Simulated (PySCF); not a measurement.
Job file and geometry (Å, from GFN2-xTB) of an NMR shielding run on SMILES C=CCN(C)[SiH2]O, C₄H₁₁NOSi, GIAO PBE0/pcSseg-1 NMR shielding, non-relativistic, gas phase (PySCF); density fitting, a coarse starting grid and PySCF grid level 2 are the driver's defaults:

```
$ OMP_NUM_THREADS=1 python probes_run.py task.json out

{"job": {"kind": "nmr", "xc": "PBE0", "basis": "pcSseg-1"}, "charge": 0, "multiplicity": 1}
C      2.739107     0.705339     0.903239
C      1.758503    -0.130683     0.620005
C      0.877772    -0.036785    -0.591159
N     -0.521328    -0.089809    -0.231116
C     -0.946945     1.078051     0.502835
Si    -1.643372    -1.071844    -1.090096
O     -3.012354    -1.206394    -0.225712
H      2.978517     1.534119     0.256362
H      3.352337     0.594433     1.781741
H      1.524660    -0.956554     1.278969
H      1.089624    -0.884585    -1.247950
H      1.104090     0.886306    -1.145299
H     -0.774986     1.996549    -0.071667
H     -2.008766     1.004336     0.722771
H     -0.392142     1.158577     1.442348
H     -0.959669    -2.354756    -1.260377
H     -2.187420    -0.532013    -2.335073
H     -2.986387    -1.507964     0.678524
```

Q: Write the output of this run.

A: 
```
coarse grid: 14936 points
cycle   1  E = -577.8676459984  dE =  7.808e-01  |g| = 7.667e-01  |ddm| = 3.715e+00
cycle   2  E = -577.7554543829  dE =  1.122e-01  |g| = 1.096e+00  |ddm| = 1.444e+00
cycle   3  E = -577.9791735681  dE = -2.237e-01  |g| = 9.180e-02  |ddm| = 9.528e-01
cycle   4  E = -577.9806698503  dE = -1.496e-03  |g| = 3.671e-02  |ddm| = 9.746e-02
cycle   5  E = -577.9809645485  dE = -2.947e-04  |g| = 1.105e-02  |ddm| = 4.045e-02
cycle   6  E = -577.9809867411  dE = -2.219e-05  |g| = 4.130e-03  |ddm| = 1.304e-02
cycle   7  E = -577.9809903477  dE = -3.607e-06  |g| = 6.065e-04  |ddm| = 3.715e-03
final grid: 138056 points
cycle   8  E = -578.0305910893  dE = -3.530e-05  |g| = 8.808e-03  |ddm| = 2.997e-02
cycle   9  E = -578.0305806834  dE =  1.041e-05  |g| = 1.138e-02  |ddm| = 1.646e-02
cycle  10  E = -578.0306086772  dE = -2.799e-05  |g| = 1.460e-03  |ddm| = 9.776e-03
cycle  11  E = -578.0306090968  dE = -4.196e-07  |g| = 2.053e-04  |ddm| = 1.157e-03
cycle  12  E = -578.0306091040  dE = -7.249e-09  |g| = 9.640e-05  |ddm| = 2.545e-04
cycle  13  E = -578.0306091060  dE = -2.015e-09  |g| = 3.575e-05  |ddm| = 1.127e-04
cycle  14  E = -578.0306091063  dE = -3.031e-10  |g| = 5.526e-06  |ddm| = 3.209e-05
converged SCF energy = -578.0306091063

GIAO shielding tensors (ppm)
atom      isotropic    diamagn.    paramagn.     s11        s22        s33       span
  0 C       63.258     253.563    -190.304    -54.802     81.989    162.588    217.390
  1 C       36.915     256.345    -219.430    -78.703     45.798    143.650    222.352
  2 C      131.319     245.542    -114.223    106.577    134.745    152.634     46.058
  3 N      227.011     330.028    -103.017    196.733    221.870    262.430     65.697
  4 C      152.794     246.693     -93.899    125.582    149.243    183.556     57.973
  5 Si     379.522     881.092    -501.571    354.697    367.960    415.908     61.211
  6 O      302.277     388.318     -86.041    267.793    308.088    330.951     63.158
  7 H       26.127      31.120      -4.993     22.524     25.737     30.119      7.595
  8 H       26.273      28.749      -2.475     22.897     25.490     30.434      7.537
  9 H       25.724      32.756      -7.032     22.650     25.630     28.894      6.244
 10 H       27.887      31.771      -3.884     23.167     28.159     32.334      9.167
 11 H       28.784      32.299      -3.516     24.085     28.650     33.616      9.531
 12 H       29.687      30.841      -1.154     25.577     26.646     36.838     11.261
 13 H       28.698      31.528      -2.830     23.286     28.943     33.866     10.580
 14 H       28.991      31.618      -2.627     24.110     28.013     34.850     10.741
 15 H       26.802      31.130      -4.328     23.142     25.436     31.828      8.686
 16 H       26.869      29.666      -2.797     23.014     24.987     32.605      9.591
 17 H       30.427      33.119      -2.692     22.506     25.956     42.820     20.314
```

Q: Turn these shieldings into chemical shifts. Shifts are taken against calculated references (same method and geometry level): 13C (σ = 186.93 ppm) and 29Si (σ = 349.16 ppm) and 1H (σ = 31.72 ppm) against TMS; 15N (σ = 267.73 ppm) vs NH3; H2O for 17O (σ = 336.08 ppm).

A: Averaging equivalent atoms: C 1: 150.0; C 0: 123.7; C 2: 55.6; C 4: 34.1; N 3: 40.7; Si 5: -30.4; O 6: 33.8; H 9: 5.99; H 7: 5.59; H 8: 5.44; H 15/16: 4.88; H 10/11: 3.38; H 12/13/14: 2.59; H 17: 1.29 ppm. Experimental scales use liquid or dissolved standards, which lie at an offset from isolated NH3 (liquid NH3: subtract about 20 ppm) and H2O (liquid H2O: subtract about 36 ppm).

Size and cost of the density-fitted run: 181 basis functions, 66 s wall time on 1 thread of an Arm Neoverse N1, shared host; peak memory 0.82 GiB.
